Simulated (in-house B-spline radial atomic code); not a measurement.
**Excitations of Br7+ by several methods**

Full response, energies in eV; labels give the largest channel, * marks a mixed state, a dash one above the method's threshold, and an imaginary frequency an unstable closed-shell reference. Computed with an all-electron radial atomic-structure program (B-spline basis): linear response of the closed shell [Ar] 3d10 with each method's own kernel (bare exchange for TDHF, static screening on G0W0 levels for BSE, the adiabatic kernel for functionals); scalar-relativistic (spin-free one-electron X2C), finite nucleus, no spin-orbit coupling, no double excitations, S, P, D and F terms only. Only terms of natural parity with L up to 3 were computed.

```json
{"method": "TDHF", "3d → 4s 3D": "71.29", "3d → 4s 1D": "72.34", "3d → 4p 3P": "87.93", "α (bohr³)": "0.2656"}
{"method": "BSE on G0W0@HF", "3d → 4s 3D": "69.83", "3d → 4s 1D": "70.79", "3d → 4p 3P": "86.73", "α (bohr³)": "0.2637"}
{"method": "LDA VWN5", "3d → 4s 3D": "?", "3d → 4s 1D": "?", "3d → 4p 3P": "?", "α (bohr³)": "?"}
{"method": "PBE", "3d → 4s 3D": "63.87", "3d → 4s 1D": "64.70", "3d → 4p 3P": "80.90", "α (bohr³)": "0.2837"}
{"method": "PBE0", "3d → 4s 3D": "?", "3d → 4s 1D": "?", "3d → 4p 3P": "?", "α (bohr³)": "?"}
{"method": "B3LYP (VWN-RPA)", "3d → 4s 3D": "64.74", "3d → 4s 1D": "65.71", "3d → 4p 3P": "81.57", "α (bohr³)": "0.2803"}
{"method": "CAM-B3LYP", "3d → 4s 3D": "64.54", "3d → 4s 1D": "65.51", "3d → 4p 3P": "81.33", "α (bohr³)": "0.2807"}
{"method": "LC-wPBE", "3d → 4s 3D": "63.96", "3d → 4s 1D": "64.78", "3d → 4p 3P": "80.92", "α (bohr³)": "0.2836"}
{"method": "wB97X", "3d → 4s 3D": "67.49", "3d → 4s 1D": "68.13", "3d → 4p 3P": "84.40", "α (bohr³)": "0.2781"}
{"method": "HSE06", "3d → 4s 3D": "65.93", "3d → 4s 1D": "66.79", "3d → 4p 3P": "82.93", "α (bohr³)": "0.2786"}
{"method": "BHandHLYP", "3d → 4s 3D": "66.81", "3d → 4s 1D": "67.87", "3d → 4p 3P": "83.51", "α (bohr³)": "0.2745"}
{"method": "BLYP", "3d → 4s 3D": "62.83", "3d → 4s 1D": "63.82", "3d → 4p 3P": "79.63", "α (bohr³)": "0.285"}
{"method": "PBEsol", "3d → 4s 3D": "64.30", "3d → 4s 1D": "65.12", "3d → 4p 3P": "81.28", "α (bohr³)": "0.2832"}
{"method": "BP86", "3d → 4s 3D": "64.79", "3d → 4s 1D": "65.55", "3d → 4p 3P": "81.89", "α (bohr³)": "0.2828"}
{"method": "LDA exchange-only", "3d → 4s 3D": "63.52", "3d → 4s 1D": "64.42", "3d → 4p 3P": "80.36", "α (bohr³)": "0.2862"}
{"method": "B97-1", "3d → 4s 3D": "66.04", "3d → 4s 1D": "66.70", "3d → 4p 3P": "83.12", "α (bohr³)": "0.2786"}
{"method": "RPBE", "3d → 4s 3D": "63.69", "3d → 4s 1D": "64.51", "3d → 4p 3P": "80.68", "α (bohr³)": "0.2835"}
{"method": "OLYP", "3d → 4s 3D": "63.70", "3d → 4s 1D": "64.66", "3d → 4p 3P": "80.32", "α (bohr³)": "0.2793"}
```

Problem. What does LDA VWN5 give?

Solution. 3d → 4s 3D: 64.49; 3d → 4s 1D: 65.24; 3d → 4p 3P: 81.57; α: 0.2835 (eV, bohr³).

Problem. What does PBE0 give?

Solution. 3d → 4s 3D: 66.04; 3d → 4s 1D: 66.91; 3d → 4p 3P: 83.02; α: 0.2781 (eV, bohr³).
